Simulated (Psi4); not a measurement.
C$_{6}$H$_{10}$O$_{2}$ (SMILES C=C(C)C(=O)OCC), singlet, at a GFN2-xTB geometry; CAM-B3LYP/STO-3G (Psi4 1.11).

The Psi4 input:
```
memory 2 GB

molecule {
0 1
C    -2.03773908    1.52533617   -0.86313252
C    -1.49269935    0.51085955   -0.19960900
C    -2.23117021   -0.35568619    0.76832648
C    -0.05223104    0.21327152   -0.43018335
O     0.66353829    0.83470224   -1.17780370
O     0.36004950   -0.84169415    0.28586103
C     1.73014860   -1.21487093    0.15670106
C     2.62267592   -0.38157608    1.06574614
H    -1.44574586    2.10968278   -1.54692388
H    -3.07290832    1.79630648   -0.74536964
H    -1.76368368   -0.30425766    1.74997651
H    -2.19612203   -1.39414572    0.44415090
H    -3.26784852   -0.03982400    0.84832338
H     2.03507474   -1.08974821   -0.88773376
H     1.76434649   -2.27137817    0.43174035
H     3.64889395   -0.72869457    0.98695716
H     2.58014649    0.66331239    0.76821690
H     2.29523560   -0.46932248    2.09911069
}

set {
  basis sto-3g
}

energy('cam-b3lyp')
print_variables()
```

Task: What does Psi4 print? Leave out banner, timings and long lists.

Result: 
```
   => Loading Basis Set <=

    Name: STO-3G
    Role: ORBITAL
    Keyword: BASIS

         ---------------------------------------------------------
                                   SCF
               by Justin Turney, Rob Parrish, Andy Simmonett
                          and Daniel G. A. Smith
                              RKS Reference
         ---------------------------------------------------------

  ==> Geometry <==

    Molecular point group: c1
    Full point group: C1

    Geometry (in Angstrom), charge = 0, multiplicity = 1:

       Center              X                  Y                   Z               Mass
    ------------   -----------------  -----------------  -----------------  -----------------
         C           -2.032671267260     1.510304952448    -0.827088687282    12.000000000000
         C           -1.487631537260     0.495828332448    -0.163565167282    12.000000000000
         C           -2.226102397260    -0.370717407552     0.804370312718    12.000000000000
         C           -0.047163227260     0.198240302448    -0.394139517282    12.000000000000
         O            0.668606102740     0.819671022448    -1.141759867282    15.994914619570
         O            0.365117312740    -0.856725367552     0.321904862718    15.994914619570
         C            1.735216412740    -1.229902147552     0.192744892718    12.000000000000
         C            2.627743732740    -0.396607297552     1.101789972718    12.000000000000
         H           -1.440678047260     2.094651562448    -1.510880047282     1.007825032230
         H           -3.067840507260     1.781275262448    -0.709325807282     1.007825032230
         H           -1.758615867260    -0.319288877552     1.786020342718     1.007825032230
         H           -2.191054217260    -1.409176937552     0.480194732718     1.007825032230
         H           -3.262780707260    -0.054855217552     0.884367212718     1.007825032230
         H            2.040142552740    -1.104779427552    -0.851689927282     1.007825032230
         H            1.769414302740    -2.286409387552     0.467784182718     1.007825032230
         H            3.653961762740    -0.743725787552     1.023000992718     1.007825032230
         H            2.585214302740     0.648281172448     0.804260732718     1.007825032230
         H            2.300303412740    -0.484353697552     2.135154522718     1.007825032230

  Running in c1 symmetry.

[...]
   @DF-RKS iter   5:  -379.93805797737485   -4.92653e-04   7.02910e-05 DIIS
   @DF-RKS iter   6:  -379.93806725261317   -9.27524e-06   1.75003e-05 DIIS
   @DF-RKS iter   7:  -379.93806804954778   -7.96935e-07   4.93727e-06 DIIS
   @DF-RKS iter   8:  -379.93806808972181   -4.01740e-08   2.96716e-06 DIIS
   @DF-RKS iter   9:  -379.93806810306171   -1.33399e-08   6.27925e-07 DIIS
  Energy and wave function converged.

  ==> Post-Iterations <==

   Electrons on quadrature grid:
      Ntotal   =   62.0000328436 ; deviation = 3.284e-05

    Orbital Energies [Eh]
    ---------------------

    Doubly Occupied:

[...]
      31A     -0.208472

    Virtual:

[...]
      50A      0.863854

    Final Occupation by Irrep:
              A
    DOCC [    31 ]
    NA   [    31 ]
    NB   [    31 ]

  @DF-RKS Final Energy:  -379.93806810306171

   => Energetics <=

    Nuclear Repulsion Energy =            380.1324457488196913
    One-Electron Energy =               -1272.1057885565155630
    Two-Electron Energy =                 550.7820425704665013
    DFT Exchange-Correlation Energy =     -38.7467678658323109
    Empirical Dispersion Energy =           0.0000000000000000
    VV10 Nonlocal Energy =                  0.0000000000000000
    Total Energy =                       -379.9380681030617097

Computation Completed

Properties will be evaluated at   0.000000,   0.000000,   0.000000 [a0]

Properties computed using the SCF density matrix

 Multipole Moments:

 ------------------------------------------------------------------------------------
     Multipole            Electronic (a.u.)      Nuclear  (a.u.)        Total (a.u.)
 ------------------------------------------------------------------------------------

 L = 1.  Multiply by 2.5417464519 to convert [e a0] to [Debye]
 Dipole X            :         -0.5837964            0.5937607            0.0099643
 Dipole Y            :          1.4027009           -1.7611032           -0.3584023
 Dipole Z            :         -3.8654571            4.2230045            0.3575474
 Magnitude           :                                                    0.5063513

 ------------------------------------------------------------------------------------

  Variable Map:
  ----------------------------------------------------------------------------
[...]
  Array Variable Map:
  ----------------------------------------------------------------------------
[...]
[...]
```
